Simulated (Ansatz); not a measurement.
Cost and result for the atomization energy of `CC(C)[O][GaH][OH]` (15 atoms, 14 bonds).

Cartesian coordinates in Å:
```
C 1.1560 -0.3440 1.1979
C 0.1834 -0.8805 0.1631
C 0.7784 -0.8721 -1.2334
O -1.0439 -0.1841 0.2025
Ga -1.2777 1.5508 -0.1388
O -2.9891 2.0055 0.0267
H 2.0647 -0.9500 1.2377
H 0.6969 -0.3475 2.1885
H 1.4511 0.6826 0.9548
H -0.0581 -1.9191 0.4262
H 1.0661 0.1441 -1.5246
H 0.0530 -1.2480 -1.9577
H 1.6728 -1.4981 -1.2856
H -0.2142 2.6022 -0.5320
H -3.5392 1.2581 0.2746
```

Total charge 0; spin multiplicity 1. Correlated methods include outer-core shells of Ga, which these sets cover unevenly. Scalar relativity is left out up to krypton. The geometry is a stationary point of PBE0-D4/def2-TZVP. It is one conformer, not always the lowest. Program: Ansatz. All runs use 2 threads of an AMD EPYC 7R13 on a shared host and a share of an NVIDIA H100 80 GB. Times are those of one run each, without the atoms' runs, and a repeat can differ threefold. Electronic energies, without spin–orbit coupling; frozen cores. CCSD(T)/CBS adds CCSD(T) − MP2 in def2-TZVPP to the MP2 limit, and its time is that of the two runs behind it. T1 = 0.014. With those shells the extrapolation isn't a true limit. B3LYP takes the VWN-RPA correlation (the form of Gaussian; ORCA's B3LYP/G).

CCSD(T)/CBS is a level of theory with its own doubt, some kJ/mol a heavy atom from the limit and from the frozen cores, so smaller differences don't rank the functionals.

```json
{"level": "MP2/def2-QZVPP", "functions": "644", "wall time": "9 s", "atomization (kcal/mol)": "1356.9", "difference from CCSD(T)/CBS": "10.0", "per bond": "0.7"}
{"level": "B2PLYP/def2-TZVPP", "functions": "329", "wall time": "9.5 s", "atomization (kcal/mol)": "1327.9", "difference from CCSD(T)/CBS": "-19.0", "per bond": "-1.4"}
{"level": "ωB97X-V/def2-TZVPP", "functions": "329", "wall time": "10 s", "atomization (kcal/mol)": "1344.8", "difference from CCSD(T)/CBS": "-2.1", "per bond": "-0.1"}
{"level": "ωB97M-V/def2-TZVPP (with forces)", "functions": "329", "wall time": "11 s", "atomization (kcal/mol)": "1343.0", "difference from CCSD(T)/CBS": "-3.9", "per bond": "-0.3"}
{"level": "B3LYP-D4/def2-TZVPP (with forces)", "functions": "329", "wall time": "11 s", "atomization (kcal/mol)": "1337.0", "difference from CCSD(T)/CBS": "-9.9", "per bond": "-0.7"}
{"level": "PBE-D4/def2-TZVPP (with forces)", "functions": "329", "wall time": "13 s", "atomization (kcal/mol)": "1364.2", "difference from CCSD(T)/CBS": "17.3", "per bond": "1.2"}
{"level": "PBE0-D4/def2-TZVPP", "functions": "329", "wall time": "13 s", "atomization (kcal/mol)": "1340.6", "difference from CCSD(T)/CBS": "-6.3", "per bond": "-0.4"}
{"level": "r2SCAN-D4/def2-TZVPP (with forces)", "functions": "329", "wall time": "13 s", "atomization (kcal/mol)": "1346.5", "difference from CCSD(T)/CBS": "-0.4", "per bond": "0.0"}
{"level": "CCSD(T)/def2-TZVPP", "functions": "329", "wall time": "16 s", "atomization (kcal/mol)": "1317.0", "difference from CCSD(T)/CBS": "-29.9", "per bond": "-2.1"}
{"level": "CCSD(T)/CBS(def2)", "functions": "–", "wall time": "25 s", "atomization (kcal/mol)": "1346.9", "difference from CCSD(T)/CBS": "0.0", "per bond": "0.0"}
```

The D4 term adds +12.0 kcal/mol with B3LYP and +6.4 kcal/mol with PBE0; it sums over pairs of atoms, weighted by their polarisabilities, and B3LYP, whose exchange is more repulsive, gets the larger term. From PBE to PBE0 (25 % exact exchange), in def2-TZVPP and without D4, the atomization energy moves by −22.4 kcal/mol: exact exchange takes away binding that semilocal exchange gives to molecules. In def2-TZVPP, CCSD(T) changes the Hartree–Fock value by +341.6 kcal/mol (the triples alone add +19.2 kcal/mol) and MP2 by +363.8 kcal/mol; breaking electron pairs costs correlation energy, which Hartree–Fock lacks.
